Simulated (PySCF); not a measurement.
C4H13NSi, SMILES CCN[C@H](C)[SiH3]. Atoms are numbered in the order given.

```xyz
19

C     -2.8338    -0.2452     0.7191
C     -1.3604    -0.5958     0.5507
N     -0.7935     0.1026    -0.5938
C      0.6531    -0.0049    -0.8011
C      1.2224    -1.4338    -0.8408
Si     1.5708     1.1533     0.4115
H     -3.2658    -0.7530     1.5956
H     -2.9605     0.8415     0.8393
H     -3.4170    -0.5553    -0.1649
H     -0.8050    -0.2881     1.4527
H     -1.2517    -1.7011     0.4931
H     -1.2880    -0.1793    -1.4406
H      0.8529     0.4627    -1.7830
H      2.2855    -1.4296    -1.1299
H      1.1480    -1.9368     0.1367
H      0.6760    -2.0521    -1.5746
H      1.3561     0.7587     1.8357
H      3.0404     1.0888     0.1426
H      1.1054     2.5566     0.2252
```
Charge 0, spin multiplicity 1.

Geometry optimised at B3LYP-D3(BJ)/def2-SVP. The structure was generated by enumeration; whether it is a known compound was not checked. Other conformers were not sampled.

Level of theory: TDA-PBE/def2-SVPD (PySCF).

Vertical excitations. Isolated molecule, no solvent.

Task: Estimate the UV-visible absorptions. (Estimate from the structure and the level; the computed values follow.)

Result: 
| state | energy (eV) | λ (nm) | f | main pairs |
|---|---|---|---|---|
| S1 | 4.79 | 259 | 0.007 | HOMO→LUMO 100 % |
| S2 | 5.38 | 231 | 0.012 | HOMO→LUMO+1 98 % |
| S3 | 5.44 | 228 | 0.001 | HOMO→LUMO+2 99 % |
| S4 | 5.51 | 225 | 0.013 | HOMO→LUMO+3 99 % |
| S5 | 5.68 | 218 | 0.031 | HOMO→LUMO+4 98 % |
| S6 | 5.94 | 209 | 0.027 | HOMO→LUMO+5 90 % |
| T1 | 4.68 | 265 | 0 | HOMO→LUMO 99 % |
| T2 | 5.22 | 238 | 0 | HOMO→LUMO+1 98 % |
Triplets are in the Tamm–Dancoff approximation.
